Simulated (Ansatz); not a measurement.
Input file for Ansatz (a quantum-chemistry and plane-wave program): U-PBE0/def2-TZVPP on ZnO+, 2S+1 = 2, a spin state set in the input, which need not be the lowest, a point of a bond scan (R = 1.803 Å). Charge +1.

Ansatz 0.2 input:
```yaml
crystal:
  periodic: [false, false, false]
  atoms:
    - {symbol: Zn, position_ang: [0.00000000, 0.00000000, 0.00000000]}
    - {symbol: O, position_ang: [0.00000000, 0.00000000, 1.80331600]}
basis:
  gaussian:
    orbitals: def2-TZVPP
    pivot_positions_ang: [[0.00000000, 0.00000000, 0.00000000], [0.00000000, 0.00000000, 1.80331600]]
hamiltonian:
  xc: {name: PBE0}
total_charge: 1
magnetization: {spin_polarized: true, initial_magnetization: 1}
output: {forces: true, orbitals: {seedname: ./end}}
```

The log:

```
WARN ansatz: RAYON_NUM_THREADS=2 ignored (pool sized by the plan → 2); use --threads N
Functional definition: PBE0
integrals: 0.03 GiB planned
735 factors; their error is unknown
mean field: 0.39 GiB planned
mean field evaluation 1: about -50388.8381 eV, gradient 1.2e2 eV
mean field evaluation 2: about -50092.2018 eV, gradient 2.4e2 eV
mean field evaluation 4: about -50425.4930 eV, gradient 6.7e1 eV
mean field evaluation 8: about -50446.7132 eV, gradient 2.8e-1 eV
mean field evaluation 16: about -50446.8018 eV, gradient 4.6e-4 eV
mean field evaluation 32: about -50444.8642 eV, gradient 1.6e0 eV
mean field -50446.80184707 eV, -1853.8857738092 hartree, gradient 3.8e-5 eV, S^2 0.782258; 4 other end points of the search recorded, 0 dependent functions left out
the calculation of the forces begins
reference -50446.80187506 eV, -1853.8857748380 hartree; 19, 18 occupied and 76, 77 virtual orbitals, 735 factors
Total energy: -50446.80187506 eV, -1853.8857748380 hartree
Atom 0 at     0.000000     0.000000     0.000000 Å, force    -0.000000    -0.000000     0.134794 eV/Å
Atom 1 at     0.000000     0.000000     1.803316 Å, force    -0.000000     0.000000    -0.134794 eV/Å
Dipole moment:    -0.000000    -0.000000    -0.968083 e Å
```

The run converged.

Cost: roughly 6 core-seconds.
